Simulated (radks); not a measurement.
Species: Nb+. Configuration: [Kr] 4d4.

Calculated with a radial shooting solver on a logarithmic mesh with Libxc functionals: scalar-relativistic Kohn-Sham, PBE, spin-polarised, spherical densities, finite nucleus; open shells are filled with parallel spins first (spin-orbit coupling, left out, can overturn this in heavy ions); Fermi nuclear charge, rms radius 4.324 fm.

Energy parts (Ry):
part                        energy
total                  -7638.82807
kinetic                 7864.98382
electron-nucleus      -18385.70937
Hartree                 3119.21516
exchange-correlation    -237.31768

Orbitals (lengths in bohr, moments of r in powers of bohr; <r^-3> diverges for s and p1/2; r(max) is where P^2 peaks; r(90%) holds 90 % of the orbital's charge):
orbital	occ.	eigenvalue (Ry)	r(max)	<r^2>	<r^-3>	r(90%)
1s up	1	-1382.803	0.02349	0.001757	-	0.0646
1s down	1	-1382.804	0.02349	0.001757	-	0.0646
2s up	1	-193.8030	0.1332	0.02945	-	0.244
2s down	1	-193.7786	0.1332	0.02944	-	0.244
2p up	3	-173.0951	0.1064	0.02318	2346	0.224
2p down	3	-173.0773	0.1064	0.02318	2346	0.224
3s up	1	-32.70225	0.3956	0.2251	-	0.655
3s down	1	-32.68974	0.3956	0.2251	-	0.655
3p up	3	-25.93373	0.3893	0.2315	384.0	0.674
3p down	3	-25.91971	0.3894	0.2314	383.8	0.674
3d up	5	-14.87189	0.3345	0.2263	50.50	0.694
3d down	5	-14.84965	0.3347	0.2260	50.48	0.694
4s up	1	-4.80232	1.035	1.539	-	1.70
4s down	1	-4.65395	1.029	1.515	-	1.69
4p up	3	-3.06110	1.129	1.971	51.03	1.95
4p down	3	-2.89019	1.120	1.937	52.66	1.93
4d up	4	-0.74601	1.502	5.034	3.010	3.28
4d down	0	-0.55005	1.480	5.299	3.023	3.39
5s up	0	-0.73127	2.875	12.56	-	4.89
5p up	0	-0.44762	3.624	20.44	4.253	6.27

The highest occupied level is 4d up at -10.150 eV. Summed over all electrons, <r^2> = 39.22 bohr^2, which gives a Langevin (diamagnetic) susceptibility term of -31.1 x 10^-6 cm^3/mol. The density falls to 0.001 e/bohr^3 at r = 4.03 bohr. The spin density at the nucleus is -3.017 e/bohr^3 (1s -0.003, 2s -0.594, 3s 0.376, 4s -2.795). The electron density at the nucleus is 8.406e+04 e/bohr^3 (large components only). Spin moment in Bohr magnetons: 4. For comparison, the ionisation energy in NIST's Atomic Spectra Database is 14.320 eV (semi-empirical). In exact Kohn-Sham theory the highest level is minus the ionisation energy, but local and semilocal functionals leave it too shallow, through self-interaction and a potential that decays too fast; potentials with the right tail come closer.
